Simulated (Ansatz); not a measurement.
C2H5FSSi can be A, `CC1(F)[SiH2]S1`, or B, `F/C(S)=C\[SiH3]`.

Calculated with Ansatz (gas phase, PBE0-D4/def2-TZVP geometries, no zero-point term in ΔE). CCSD(T)/CBS adds triple-zeta CCSD(T) − MP2 to the extrapolated MP2 energy (def2 sets, frozen cores). DFT in def2-TZVPP. B3LYP here is the variant with VWN-RPA as its local correlation; programs differ in this. Each species was taken in one conformer, which may not be the lowest.

(1) Which is lower in electronic energy at CCSD(T)/CBS, and by how much? (An estimate is asked.)

(2) Give E(B) − E(A) in kcal/mol with CCSD(T)/def2-TZVPP, B3LYP, CCSD/def2-TZVPP, B2PLYP, MP2/def2-TZVPP, HF/def2-TZVPP, PBE-D4. (An estimate is asked.)

Largest T1 diagnostic: 0.013.

Results:

(1) Ansatz gave: A, by 16.2 kcal/mol.

(2) Ansatz gave: CCSD(T)/def2-TZVPP 14.4, B3LYP 12.1, CCSD/def2-TZVPP 13.8, B2PLYP 13.8, MP2/def2-TZVPP 17.1, HF/def2-TZVPP 9.0, PBE-D4 17.0. None reverses the order clearly.

From PBE to PBE0 (25 % exact exchange), in def2-TZVPP and without D4, E(B) − E(A) moves by +0.9 kcal/mol. In def2-TZVPP, CCSD(T) changes the Hartree–Fock value by +5.4 kcal/mol (the triples alone add +0.6 kcal/mol) and MP2 by +8.1 kcal/mol.
